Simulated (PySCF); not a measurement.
Excitation energy of Rh by level of theory

Rh [Kr] 4d8 5s1 (4F) → Rh [Kr] 4d8 5p1 (high-spin determinant), as a difference of total energies. Computed with PySCF 2.14 in def2-QZVPP with one added diffuse shell each of s, p, d, f, g type with the def2 core potential (28 electrons) (8s6p5d5f3g, 113 functions), with scalar relativity through the core potential. Correlated levels: valence: 4s2 4p6 frozen; valence and next inner shell: nothing frozen outside the core potential. The calculations carry no spin-orbit coupling.

```
                                method  excitation energy (eV)
                                   UHF                   3.021
                                   LDA                   3.885
                                   PBE                   3.703
                                  PBE0                   3.571
                                r2SCAN                   3.716
                             BHandHLYP                   3.477
                             CAM-B3LYP                   3.630
                                revPBE                   3.649
                         MP2 (valence)                   3.583
                     SCS-MP2 (valence)                   3.462
    MP2 (valence and next inner shell)                   3.728
SCS-MP2 (valence and next inner shell)                   3.584
```

Task: How much does correlation contribute at MP2 (valence and next inner shell)?

Result: 3.728 − (3.021) = 0.707 eV, measured against UHF.

The determinant of the upper state mixes LS terms, which raises its energy above the lowest term, most at the Hartree-Fock and MP2 levels.
